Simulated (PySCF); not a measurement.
**Ba²¹⁺: fine-structure interval**

Ba²¹⁺ [Ar] 3d10 4s2 4p5 [4p1/2^2 4p3/2^3, M_J = 3/2] → Ba²¹⁺ [Ar] 3d10 4s2 4p5 [4p1/2^1 4p3/2^4, M_J = 1/2], as a difference of total energies. Computed with PySCF 2.14 in an even-tempered Gaussian basis (18 s from 1.4 bohr⁻², ratio 2.8; 14 p from 1.8 bohr⁻², ratio 2.8; 9 d from 3.2 bohr⁻², ratio 2.8; 4 f from 11 bohr⁻², ratio 3), with the two-component X2C-1e Hamiltonian. Correlated levels: [Ne] frozen; the 92 highest virtual spinors dropped. "Screened" scales the spin-orbit matrix elements by Boettger's factors to mimic the two-electron term; Breit and QED terms are absent.

```
                    method  fine-structure interval (cm⁻¹)
 GHF (screened spin-orbit)                          162620
GMP2 (screened spin-orbit)                          163520
     GHF (bare spin-orbit)                          169010
```
